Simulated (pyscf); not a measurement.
PySCF, gas phase, ωB97X-D3(BJ)/def2-SVP geometries. Correlated levels are frozen-core, on RHF or UHF. ΔMP2 is the change of the MP2 total energy from the triple- to the quadruple-zeta basis.

Question: [H₂P–GaH]• (SMILES [PH2][GaH]) -> •HP–GaH₂ (SMILES [PH][GaH2])
Surface: doublet. Broken: H–P. Formed: Ga–H. Give ΔE‡ and ΔE from CCSD(T)/def2-TZVPP + ΔMP2(QZVPP), relative to the reactant's lowest minimum found.

Answer: ΔE‡ = 29.5 kcal/mol, ΔE = +3.5 kcal/mol. Zero-point energy shifts the barrier by -1.7 kcal/mol. It is a hydrogen shift, with an imaginary mode of 1490i cm⁻¹. This is the saddle that the search found; another between the same sides may lie lower. The CCSD(T) − MP2 part came from Ansatz, without density fitting, on the same reference. The frozen core leaves the outer d or s,p core shells of the metals and heavy elements correlated in the MP2 and CC values, and def2-TZVPP describes them poorly, which can shift differences by a few kcal/mol. Elements up to Kr have no core potential and no relativistic terms here.
